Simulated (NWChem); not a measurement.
Everything below was run with NWChem. System: H₂BO₃, charge 0, spin multiplicity 2, displaced from the optimised geometry. The structure started from a generated list of species. Its SCF solution wasn't tested for a lower state. Level: UPBE0/def2-SVP.

The NWChem input:

```
start mol
memory heap 200 mb stack 900 mb global 1100 mb
geometry units angstroms nocenter noautoz
  O      0.000000     0.000000     1.455831
  B      0.000000     0.000000     0.054160
  O     -1.248129     0.000000    -0.553295
  O      1.248129     0.000000    -0.553295
  H     -1.238656     0.000000    -1.532365
  H      1.238656     0.000000    -1.532365
  symmetry group C2v
end
basis spherical
  * library def2-svp
end
dft
  xc pbe0
  odft
  mult 2
  semidirect memsize 60000000 filesize 0
  iterations 100
  convergence energy 1e-4 density 1e-3 gradient 5e-3
end
task dft gradient
```

Part of the output:

```
             Northwest Computational Chemistry Package (NWChem) 7.3.0
             --------------------------------------------------------

                                NWChem Input Module
                                -------------------

 Scaling coordinates for geometry "geometry" by  1.889725989
 (inverse scale =  0.529177249)

 Turning off AUTOSYM since
 SYMMETRY directive was detected!

                             Geometry "geometry" -> ""
                             -------------------------

 Output coordinates in angstroms (scale by  1.889725989 to convert to a.u.)

  No.       Tag          Charge          X              Y              Z
 ---- ---------------- ---------- -------------- -------------- --------------
    1 O                    8.0000     0.00000000     0.00000000     1.45583100
    2 B                    5.0000     0.00000000     0.00000000     0.05416000
    3 O                    8.0000    -1.24812900     0.00000000    -0.55329500
    4 O                    8.0000     1.24812900     0.00000000    -0.55329500
    5 H                    1.0000    -1.23865600     0.00000000    -1.53236500
    6 H                    1.0000     1.23865600     0.00000000    -1.53236500

 Effective nuclear repulsion energy (a.u.)     105.0794896962

            Nuclear Dipole moment (a.u.)
            ----------------------------
        X                 Y               Z
 ---------------- ---------------- ----------------
     0.0000000000     0.0000000000    -0.0000037795

      Symmetry information
      --------------------

 Group name             C2v
 Group number             16
 Group order               4
 No. of unique centers     4

      Symmetry unique atoms

     1    2    3    5


 Summary of "ao basis" -> "" (spherical)
 ------------------------------------------------------------------------------
       Tag                 Description            Shells   Functions and Types
 ---------------- ------------------------------  ------  ---------------------
 *                          def2-svp                  on all atoms

                                 NWChem DFT Module
                                 -----------------

 Summary of "ao basis" -> "ao basis" (spherical)
 ------------------------------------------------------------------------------
       Tag                 Description            Shells   Functions and Types
 ---------------- ------------------------------  ------  ---------------------
 O                          def2-svp                 6       14   3s2p1d
 B                          def2-svp                 6       14   3s2p1d
 H                          def2-svp                 3        5   2s1p

 Summary of "ao basis" -> "ao basis" (spherical)
 ------------------------------------------------------------------------------
       Tag                 Description            Shells   Functions and Types
 ---------------- ------------------------------  ------  ---------------------
 O                          def2-svp                 6       14   3s2p1d
 B                          def2-svp                 6       14   3s2p1d
 H                          def2-svp                 3        5   2s1p

      Symmetry analysis of basis
      --------------------------

        a1         28
        a2          7
        b1         20
        b2         11

            General Information
            -------------------
          SCF calculation type: DFT
          Wavefunction type:  spin polarized.
          No. of atoms     :     6
          No. of electrons :    31
           Alpha electrons :    16
            Beta electrons :    15
          Charge           :     0
          Spin multiplicity:     2
          Use of symmetry is: on ; symmetry adaption is: on
          Maximum number of iterations: 100
          AO basis - number of functions:    66
                     number of shells:    30
          Convergence on energy requested:  1.00D-04
          Convergence on density requested:  1.00D-03
          Convergence on gradient requested:  5.00D-03

              XC Information
              --------------
                         PBE0 Method XC Functional
                     Hartree-Fock (Exact) Exchange  0.250
          PerdewBurkeErnzerhof Exchange Functional  0.750
            Perdew 1991 LDA Correlation Functional  1.000 local
           PerdewBurkeErnz. Correlation Functional  1.000 non-local

             Grid Information
             ----------------
          Grid used for XC integration:  medium
          Radial quadrature: Mura-Knowles
          Angular quadrature: Lebedev.
          Tag              B.-S. Rad. Rad. Pts. Rad. Cut. Ang. Pts.
          ---              ---------- --------- --------- ---------
          O                   0.60       49           9.0       434
          B                   0.85       49           8.0       434
          H                   0.35       45           8.0       434
          Grid pruning is: on
          Number of quadrature shells:   192
          Spatial weights used:  Erf1

          Convergence Information
          -----------------------
          Convergence aids based upon iterative change in
          total energy or number of iterations.
          Levelshifting, if invoked, occurs when the
          HOMO/LUMO gap drops below (HL_TOL):  1.00D-02
          DIIS, if invoked, will attempt to extrapolate
          using up to (NFOCK): 10 stored Fock matrices.

                    Damping( 0%)  Levelshifting(0.5)       DIIS
                  --------------- ------------------- ---------------
[...]
    32      0.410935  3 O  px                46      0.410935  4 O  px
    35      0.262385  3 O  px                49      0.262385  4 O  px
    18      0.186508  2 B  px                34     -0.159008  3 O  pz
    48      0.159008  4 O  pz                31     -0.128447  3 O  s
    45      0.128447  4 O  s                 37     -0.102289  3 O  pz

 Vector   14  Occ=1.000000D+00  E=-3.511073D-01  Symmetry=a2
              MO Center= -1.3D-14, -1.4D-15, -5.6D-01, r^2= 2.1D+00
   Bfn.  Coefficient  Atom+Function         Bfn.  Coefficient  Atom+Function
  ----- ------------  ---------------      ----- ------------  ---------------
    33      0.453584  3 O  py                47     -0.453584  4 O  py
    36      0.343169  3 O  py                50     -0.343169  4 O  py
    24     -0.046747  2 B  d -2

 Vector   15  Occ=1.000000D+00  E=-3.249004D-01  Symmetry=b2
              MO Center=  3.6D-16, -4.3D-16,  9.5D-01, r^2= 1.7D+00
   Bfn.  Coefficient  Atom+Function         Bfn.  Coefficient  Atom+Function
  ----- ------------  ---------------      ----- ------------  ---------------
     5      0.566205  1 O  py                 8      0.412555  1 O  py
    33     -0.226458  3 O  py                47     -0.226458  4 O  py
    36     -0.175495  3 O  py                50     -0.175495  4 O  py
    25      0.051392  2 B  d -1              19     -0.050895  2 B  py

 Vector   16  Occ=0.000000D+00  E=-1.481252D-01  Symmetry=b1
              MO Center= -1.9D-15, -2.2D-16,  1.3D+00, r^2= 1.1D+00
   Bfn.  Coefficient  Atom+Function         Bfn.  Coefficient  Atom+Function
  ----- ------------  ---------------      ----- ------------  ---------------
     4      0.580993  1 O  px                 7      0.463431  1 O  px
    21      0.193762  2 B  px                31      0.179580  3 O  s
    45     -0.179580  4 O  s                 57     -0.081271  5 H  s
    62      0.081271  6 H  s                 34      0.066874  3 O  pz
    48     -0.066874  4 O  pz                18     -0.063780  2 B  px

 Vector   17  Occ=0.000000D+00  E= 2.275196D-02  Symmetry=a1
              MO Center=  1.8D-15,  8.5D-17, -1.6D+00, r^2= 3.7D+00
   Bfn.  Coefficient  Atom+Function         Bfn.  Coefficient  Atom+Function
  ----- ------------  ---------------      ----- ------------  ---------------
    58      0.811218  5 H  s                 63      0.811218  6 H  s
    31     -0.546989  3 O  s                 45     -0.546989  4 O  s
    17      0.326281  2 B  s                 37      0.251312  3 O  pz
    51      0.251312  4 O  pz                 3     -0.189684  1 O  s
    34      0.185569  3 O  pz                48      0.185569  4 O  pz

 Vector   18  Occ=0.000000D+00  E= 8.498561D-02  Symmetry=b2
              MO Center= -1.2D-15, -4.1D-16,  6.3D-02, r^2= 2.2D+00
   Bfn.  Coefficient  Atom+Function         Bfn.  Coefficient  Atom+Function
  ----- ------------  ---------------      ----- ------------  ---------------
    22     -0.667857  2 B  py                19      0.615124  2 B  py
     8      0.290530  1 O  py                36      0.283127  3 O  py
    50      0.283127  4 O  py                 5      0.269070  1 O  py
    33      0.261168  3 O  py                47      0.261168  4 O  py

   alpha - beta orbital overlaps
   -----------------------------

   alpha      1      2      3      4      5      6      7      8      9     10
    beta      1      2      3      4      5      6      7      8      9     10
 overlap   1.000  1.000  1.000  1.000  0.973  1.000  0.971  0.998  0.987  0.964

   alpha     11     12     13     14     15     16     17     18     19     20
    beta     11     12     16     13     14     15     17     18     19     20
 overlap   0.993  0.964  0.975  0.999  1.000  0.993  1.000  1.000  0.996  0.999

   alpha     21     22     23     24     25     26     27     28     29     30
    beta     21     22     23     24     25     26     27     28     29     30
 overlap   0.999  0.993  1.000  0.993  0.993  0.997  1.000  1.000  0.991  0.991

   alpha     31     32     33     34     35     36     37     38     39     40
    beta     31     33     32     36     34     35     37     38     39     41
 overlap   1.000  0.947  0.999  0.928  1.000  1.000  0.998  0.996  0.978  0.815

   alpha     41     42     43     44     45     46     47     48     49     50
    beta     40     42     43     44     45     46     47     48     49     50
 overlap   0.815  0.987  0.999  1.000  0.999  1.000  1.000  0.999  0.999  1.000

   alpha     51     52     53     54     55     56     57     58     59     60
    beta     51     52     53     55     54     56     57     58     59     60
 overlap   1.000  0.996  0.997  0.997  1.000  0.997  0.999  1.000  0.998  0.999

   alpha     61     62     63     64     65     66
    beta     61     62     63     64     65     66
 overlap   0.966  0.968  0.995  0.996  1.000  1.000

     --------------------------
     Expectation value of S2:
     --------------------------
      <S2> =      0.7526 (Exact =     0.7500)

 center of mass
 --------------
 x =   0.00000000 y =   0.00000000 z =   0.09582273

 moments of inertia (a.u.)
 ------------------
         172.489502316054           0.000000000000           0.000000000000
           0.000000000000         361.495658927735           0.000000000000
           0.000000000000           0.000000000000         189.006156611681

     Multipole analysis of the density
     ---------------------------------

     L   x y z        total         alpha         beta         nuclear
     -   - - -        -----         -----         ----         -------
     0   0 0 0     -0.000000    -16.000000    -15.000000     31.000000

     1   1 0 0      0.000000     -0.000000      0.000000      0.000000
     1   0 1 0     -0.000000     -0.000000     -0.000000      0.000000
     1   0 0 1     -1.614296     -2.122438      0.508146     -0.000004

     2   2 0 0    -18.185217    -59.700600    -58.452111     99.967494
     2   1 1 0     -0.000000     -0.000000     -0.000000      0.000000
     2   1 0 1     -0.000000     -0.000000      0.000000      0.000000
     2   0 2 0    -16.377510     -8.334393     -8.043117      0.000000
     2   0 1 1     -0.000000     -0.000000     -0.000000      0.000000
     2   0 0 2    -12.700867    -57.657190    -49.907817     94.864139

            General Information
            -------------------
          SCF calculation type: DFT
          Wavefunction type:  spin polarized.
          No. of atoms     :     6
          No. of electrons :    31
           Alpha electrons :    16
            Beta electrons :    15
          Charge           :     0
          Spin multiplicity:     2
          Use of symmetry is: on ; symmetry adaption is: on
          Maximum number of iterations: 100
          AO basis - number of functions:    66
                     number of shells:    30
          Convergence on energy requested:  1.00D-04
          Convergence on density requested:  1.00D-03
          Convergence on gradient requested:  5.00D-03

              XC Information
              --------------
                         PBE0 Method XC Functional
                     Hartree-Fock (Exact) Exchange  0.250
          PerdewBurkeErnzerhof Exchange Functional  0.750
            Perdew 1991 LDA Correlation Functional  1.000 local
           PerdewBurkeErnz. Correlation Functional  1.000 non-local

             Grid Information
             ----------------
          Grid used for XC integration:  medium
          Radial quadrature: Mura-Knowles
          Angular quadrature: Lebedev.
          Tag              B.-S. Rad. Rad. Pts. Rad. Cut. Ang. Pts.
          ---              ---------- --------- --------- ---------
          O                   0.60       49           9.0       434
          B                   0.85       49           8.0       434
          H                   0.35       45           8.0       434
          Grid pruning is: on
          Number of quadrature shells:   192
          Spatial weights used:  Erf1

          Convergence Information
          -----------------------
          Convergence aids based upon iterative change in
          total energy or number of iterations.
          Levelshifting, if invoked, occurs when the
          HOMO/LUMO gap drops below (HL_TOL):  1.00D-02
          DIIS, if invoked, will attempt to extrapolate
          using up to (NFOCK): 10 stored Fock matrices.

                    Damping( 0%)  Levelshifting(0.5)       DIIS
                  --------------- ------------------- ---------------
          dE  on:    start            ASAP                start
          dE off:    2 iters        100 iters           100 iters

      Screening Tolerance Information
      -------------------------------
          Density screening/tol_rho:  1.00D-10
          AO Gaussian exp screening on grid/accAOfunc:   9
          CD Gaussian exp screening on grid/accCDfunc:  20
          XC Gaussian exp screening on grid/accXCfunc:  20
          Schwarz screening/accCoul:  1.00D-08

                            NWChem DFT Gradient Module
                            --------------------------

  charge          =   0.00
  wavefunction    = open shell

  Using symmetry

                         DFT ENERGY GRADIENTS

    atom               coordinates                        gradient
                 x          y          z           x          y          z
   1 O       0.000000   0.000000   2.751122    0.000000   0.000000   0.022377
   2 B       0.000000   0.000000   0.102348    0.000000   0.000000   0.001891
   3 O      -2.358622   0.000000  -1.045576   -0.019853   0.000000   0.006667
   4 O       2.358622   0.000000  -1.045576    0.019853   0.000000   0.006667
   5 H      -2.340720   0.000000  -2.895750   -0.001440   0.000000  -0.018801
   6 H       2.340720   0.000000  -2.895750    0.001440   0.000000  -0.018801

                 ----------------------------------------
                 |  Time  |  1-e(secs)   |  2-e(secs)   |
                 ----------------------------------------
                 |  CPU   |       0.00   |       0.32   |
                 ----------------------------------------
                 |  WALL  |       0.00   |       0.32   |
                 ----------------------------------------

 Task  times  cpu:        1.0s     wall:        1.0s

 Total times  cpu:        1.0s     wall:        1.0s
```
